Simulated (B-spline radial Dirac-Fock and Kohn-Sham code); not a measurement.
**Os⁴⁺: non-radiative channels of the N3 vacancy**

System: the Os⁴⁺ ion in the configuration [Xe] 4f14 5d4.

Input file task.json (cfg lists n, l and occupation; rrms is the nuclear radius in fm):

```json
{"items": [{
  "Z": 76,
  "q": 4,
  "cfg": [[1, 0, 2], [2, 0, 2], [2, 1, 6], [3, 0, 2], [3, 1, 6], [3, 2, 10], [4, 0, 2], [4, 1, 6], [4, 2, 10], [4, 3, 14], [5, 0, 2], [5, 1, 6], [5, 2, 4]],
  "A": 192,
  "rrms": 5.4126,
  "do": ["binding", "quiet", "decay"],
  "holes": ["K", "L1", "L2", "L3", "M1", "M2", "M3", "M4", "M5", "N1", "N2", "N3", "N4", "N5", "N6", "N7"]
}]}
```

Command: `python xray_run.py task.json out`

Model: independent-particle rates on relativistic LDA orbitals of the hole state (multipoles up to L = 3, Coulomb Auger matrix elements, transition energies from Dirac-Fock). Program: a radial B-spline solver. Kinetic energies are configuration averages from the vacuum level; the two-hole energies are estimated from single-hole states.

```csv
transition,kinetic energy (eV),width (meV),share (%)
N3-N4O1,7.31,154,1.6
N3-N5O1,21.88,801,8.5
N3-N4N6,42.46,114,1.2
N3-N4N7,42.62,283,3.0
N3-N4O2,45.38,121,1.3
N3-N5N6,54.68,1510,16.0
N3-N4O3,58.85,404,4.3
N3-N5N7,59.18,1750,18.6
N3-N5O2,59.70,815,8.6
N3-N5O3,73.49,1090,11.6
N3-N4O4,108.7,37.3,0.4
N3-N4O5,110.0,70.1,0.7
N3-N5O4,123.1,295,3.1
N3-N5O5,124.7,351,3.7
N3-N6O1,251.8,55.4,0.6
N3-N7O1,254.5,119,1.3
N3-O1O3,265.9,30.3,0.3
N3-N6N7,287.6,197,2.1
N3-N7N7,290.9,83.3,0.9
N3-N7O2,292.3,101,1.1
N3-O2O3,301.8,31.3,0.3
N3-N6O3,303.2,375,4.0
N3-N7O3,306.0,456,4.8
N3-O3O3,314.6,41.7,0.4
```

Coster-Kronig rates are the weakest part of this model and often come out 1.5 to 2.5 times too large. Super-Coster-Kronig decay this fast strains the one-particle picture, and such widths tend to come out too large. The listed channels hold 98 % of the non-radiative rate. Summed by principal shells, of 9.43 eV in all: NNO 56.6 %, NNN 41.8 %, NOO 1.6 %.

Values without a named source are computed, but for edge energies of neutral atoms, which are taken from tables.
